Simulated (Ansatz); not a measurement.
Two isomers of C3H4SSi: A = `[SiH3]C#CC=S`, B = `C#C[SiH]1CS1`.

Program: Ansatz. Geometries: PBE0-D4/def2-TZVP. ΔE: electronic, gas phase. CCSD(T)/CBS adds triple-zeta CCSD(T) − MP2 to the extrapolated MP2 energy (def2 sets, frozen cores). Functionals use def2-TZVPP.

(1) Which isomer does CCSD(T)/CBS put lower? Give the gap. (Best estimate.)

(2) Give E(B) − E(A) in kcal/mol with ωB97M-V, B2PLYP, PBE0-D4, CCSD/def2-TZVPP, PBE-D4, MP2/def2-TZVPP, r2SCAN-D4. (Estimate.)

Largest T1 diagnostic: 0.016.

Answers

(1) The calculation gave: B, by 22.6 kcal/mol.

(2) Computed: ωB97M-V -23.9, B2PLYP -18.6, PBE0-D4 -23.7, CCSD/def2-TZVPP -21.1, PBE-D4 -20.5, MP2/def2-TZVPP -22.8, r2SCAN-D4 -21.9. None reverses the order clearly.

From r2SCAN to r2SCAN0 (25 % exact exchange), in def2-TZVPP and without D4, E(B) − E(A) moves by −2.5 kcal/mol. Leaving LDA and LC-ωPBE aside and taking each functional with its dispersion term where it has one, the values, not all of them listed here, spread over 10.6 kcal/mol, from PBE-QIDH to BLYP-D4. LDA lies −2.9 kcal/mol from PBE without D4.
